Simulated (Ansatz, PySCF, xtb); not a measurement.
Noncovalent pair: HF (SMILES F) (first 2 atoms) with HI (SMILES I); geometry from B3LYP-D3(BJ)/def2-TZVP, rigid monomers moved along the line of their centres of mass till F1···H4 is 2.01 Å.
(charge 0, multiplicity 1):
```
atom    x (Å)    y (Å)    z (Å)
----  -------  -------  -------
F      0.5518   0.6191  -0.2611
H      0.2829  -0.2134  -0.5646
I     -0.0980   0.2313   3.2017
H      0.3128   0.7525   1.7258
```

Monomers are frozen at their geometry in the pair; levels with a basis set take the counterpoise correction.

Codes used: Ansatz (a program for electronic structure); PySCF for the dispersion terms; xtb for the GFN methods. Values without a source in brackets are computed. In def2 rows elements past Kr take small-core potentials, without spin–orbit coupling.

Problem. One of these levels gives 0.74 kcal/mol for the interaction energy. Which one is it?
(A) PBE-D3(BJ)/def2-TZVPPD
(B) HF/def2-QZVPPD
(C) GFN-FF
(D) B3LYP/def2-TZVPPD

Solution. B, HF/def2-QZVPPD. The others give -1.24 (GFN-FF), -1.60 (PBE-D3(BJ)/def2-TZVPPD), -0.39 (B3LYP/def2-TZVPPD)
